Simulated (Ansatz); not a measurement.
System: AlOH (charge +1, doublet). SMILES of the parent species: [OH][Al]

Atoms: Al1, O2, H3. Bonds: Al1-O2, O2-H3.

Bond lengths (Å) and angles (degrees) optimised at HF/6-31G* with Ansatz (a quantum-chemistry and plane-wave program); PBE/6-31G* with Ansatz; B3LYP/6-31G* with Ansatz; MP2/6-31G* with Ansatz, each started from the B3LYP-D3(BJ)/def2-TZVP structure (Ansatz) of the last column. A row stands for all coordinates that are equal there. 6-31G* holds six Cartesian d functions. No wavenumbers were computed at PBE/6-31G*, MP2/6-31G*, so these may be saddle points.

```csv
coordinate,HF/6-31G*,PBE/6-31G*,B3LYP/6-31G*,MP2/6-31G*,B3LYP-D3(BJ)/def2-TZVP
Al1-O2,1.599,1.681,1.655,1.619,1.619
O2-H3,0.944,0.981,0.971,0.966,0.961
Al1-O2-H3,180.0,131.2,138.2,179.9,151.8
```

Mean signed difference of all 2 bond lengths from B3LYP-D3(BJ)/def2-TZVP: HF/6-31G* -0.018 Å, PBE/6-31G* 0.041 Å, B3LYP/6-31G* 0.023 Å, MP2/6-31G* 0.002 Å.
